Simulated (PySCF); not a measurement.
**How good is the calculation?**

Cartesian coordinates in Å; atom numbers follow the order of the lines, from 1:
```xyz
12

F    -2.0464    1.7850    0.0097
C    -1.0524    0.8901    0.0038
C    -1.3464   -0.4620   -0.0028
C    -0.3190   -1.3872   -0.0097
C     0.9953   -0.9541   -0.0093
F     1.9879   -1.8506   -0.0166
C     1.3009    0.4042   -0.0018
F     2.5702    0.8169   -0.0004
C     0.2667    1.3352    0.0051
F     0.5446    2.6407    0.0132
H    -2.3781   -0.7732   -0.0028
H    -0.5222   -2.4455   -0.0143
```

The experiment to reproduce: δ $^{19}$F F1/F6 -139.9; F8/F10 -156.4 ppm (measured; G. Saielli, R. Bini, A. Bagno, Computational 19F NMR. 2. Organic compounds, RSC Adv. 2014, ESI (exp. from Berger-Braun-Kalinowski 1994 and Everett 1995)).

PySCF calculation with PBE0/pcSseg-1 with gauge-including orbitals and structure optimised with GFN2-xTB; a single conformation, non-relativistic Hamiltonian, one averaged value for each set of equivalent atoms, no solvent.

Question: What does the calculation give, and how does it compare?

Answer: 
Reference values: measured (G. Saielli, R. Bini, A. Bagno, Computational 19F NMR. 2. Organic compounds, RSC Adv. 2014, ESI (exp. from Berger-Braun-Kalinowski 1994 and Everett 1995)).
```
 atoms             quantity  reference  computed  computed, scaled
 F1/F6  δ $^{19}$F vs CFCl3     -139.9    -145.8            -139.9
F8/F10  δ $^{19}$F vs CFCl3     -156.4    -166.5            -158.6
```

Computed shifts are σ(ref) − σ with the named reference compound (TMS for H and C) calculated as an isolated molecule at the same level. The measured values may be among those fitted. Shieldings were converted by a linear fit to measured shifts: $^{19}$F: δ = 146.13 − 0.903σ +14.6 on sp3 carbon (rms 6.0 ppm, 223 shifts, 7.0 ppm with the 5 outliers that the fit left out vs CFCl3, solution or neat liquid). A few per cent of atoms miss by over 2 rms, more outside the fitted compound classes.

Question: How far are the unscaled $^{19}$F shifts from the references?

Answer: Mean signed difference -8.00 ppm, mean absolute 8.00 ppm over 2 comparisons; the largest is -10.1 ppm at F8/F10 (aryl fluorine).
